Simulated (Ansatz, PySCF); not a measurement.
Br₂Cd. Atoms are numbered in the order given.

```xyz
3

Cd     0.0000     0.0000     0.0000
Br     0.0000     0.0000    -2.4257
Br     0.0000     0.0000     2.4257
```

The structure is a stationary point at B3LYP-D3(BJ)/def2-SVP. The structure was generated by enumeration; whether it is a known compound was not checked. The def2 effective core potentials stand for the cores of Cd; spin–orbit coupling is left out.

Vertical ionisation energy (IE) and electron affinity (EA) in eV. Rows of orbital energies are one-electron estimates. Where ΔSCF, EOM or ADC give a negative EA the extra electron is unbound and the value depends on the basis.

| level | IE | EA |
|---|---|---|
| −ε(HOMO), −ε(LUMO), r2SCAN/def2-TZVPD (PySCF) | 7.48 | 3.12 |
| −ε(HOMO), −ε(LUMO), PBE/def2-TZVPD (PySCF) | 7.18 | 3.32 |
| ΔSCF, CAM-B3LYP/def2-SVPD (Ansatz), final states of multiplicity 2 and 2 | … | … |
| ΔSCF, PBE/def2-SVPD (Ansatz), final states of multiplicity 2 and 2 | 9.99 | 0.93 |

Question: Some entries are withheld; supply them. (An estimate is asked for; the answer gives what the named calculation found.)

Answer: 
- ΔSCF, CAM-B3LYP/def2-SVPD (Ansatz, a first-principles code), final states of multiplicity 2 and 2, IE: 10.73
- ΔSCF, CAM-B3LYP/def2-SVPD (Ansatz), final states of multiplicity 2 and 2, EA: 0.88

Question: What vertical singlet–triplet gap does ΔSCF give with CAM-B3LYP/def2-SVPD (Ansatz) and with PBE/def2-SVPD (Ansatz)? (The exact figures need the calculation; the answer reports its results.)

Answer: 4.68 and 3.91 eV (triplet above singlet where positive).
